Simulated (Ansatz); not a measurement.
Two isomers of C2H7GeN: A = `[CH3][GeH]1[CH2][NH]1`, B = `C[C](=N)[GeH3]`.

Program: Ansatz. Geometries: PBE0-D4/def2-TZVP. ΔE: electronic, gas phase. CBS: MP2 limit from def2 TZ/QZ plus the TZ coupled-cluster correction, frozen cores. DFT in def2-TZVPP. B3LYP here is the variant with VWN-RPA as its local correlation; programs differ in this. For Ge outer-core shells are correlated without core-valence functions, which leaves a few kJ/mol of doubt a bond. Scalar relativity is left out up to krypton. Each species was taken in one conformer, which may not be the lowest.

(1) Which isomer does CCSD(T)/CBS put lower? Give the gap. (Estimate.)

(2) Give E(B) − E(A) in kcal/mol with MP2/def2-TZVPP, PBE-D4, HF/def2-TZVPP, B2PLYP, CCSD(T)/def2-TZVPP, CCSD/def2-TZVPP, B3LYP-D4. (Estimate.)

Largest T1 diagnostic: 0.012.

Answers

(1) Ansatz gave: B, by 6.6 kcal/mol.

(2) Ansatz gave: MP2/def2-TZVPP -4.7, PBE-D4 -7.3, HF/def2-TZVPP -16.4, B2PLYP -9.0, CCSD(T)/def2-TZVPP -8.2, CCSD/def2-TZVPP -8.8, B3LYP-D4 -11.1. None reverses the order clearly.

In def2-TZVPP, CCSD(T) changes the Hartree–Fock value by +8.2 kcal/mol (the triples alone add +0.6 kcal/mol) and MP2 by +11.8 kcal/mol.
